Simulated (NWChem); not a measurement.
Basis-set convergence for iminoborane (H2BN)

SMILES: B=N
```xyz
4

B      0.0000     0.0000    -0.7011
N      0.0000     0.0000     0.5488
H      0.0000     0.0000    -1.8910
H      0.0000     0.0000     1.5544
```
Charge 0, spin multiplicity 1.

The numbers come from NWChem runs, not from measurements. Structure: optimised with PBE/def2-SVP, a minimum by its harmonic frequencies.

Quantity: vertical ionisation energy at the level ΔMP2 (Δ: difference of total energies, the cation a doublet at the parent's geometry with its hole in an orbital of symmetry b1 (C2v labels); it is the state that the SCF runs reached, from PBE0 orbitals for Hartree-Fock references, and need not be the lowest).

The correlated methods keep 2 core orbitals frozen. The Pople sets run with spherical d functions. The stability of the SCF solutions was not checked. Open-shell Hartree-Fock references start from PBE0 orbitals; any time given for them includes that run.

The cost column gives rough processor time relative to 3-21G; each entry includes its own SCF.

| basis | functions | vertical ionisation energy (eV) | relative cost |
|---|---|---|---|
| 3-21G | 22 | ___ | 1 |
| cc-pVDZ | 38 | 11.23 | under 3 |
| 6-31+G* | 40 | 11.24 | under 3 |
| def2-SVPD | 56 | 11.48 | under 3 |
| 6-311++G** | 58 | ___ | under 3 |
| aug-pcseg-1 | 64 | 11.42 | under 3 |
| def2-TZVP | 74 | 11.49 | 4 |
| pcseg-2 | 88 | 11.48 | 6 |
| cc-pVTZ | 88 | 11.48 | 7 |
| def2-QZVP | 174 | ___ | 60 |

**Question.** Fill in the missing entries.

**Answer.** 
- 3-21G, vertical ionisation energy (eV): 11.02
- 6-311++G**, vertical ionisation energy (eV): 11.35
- def2-QZVP, vertical ionisation energy (eV): 11.58
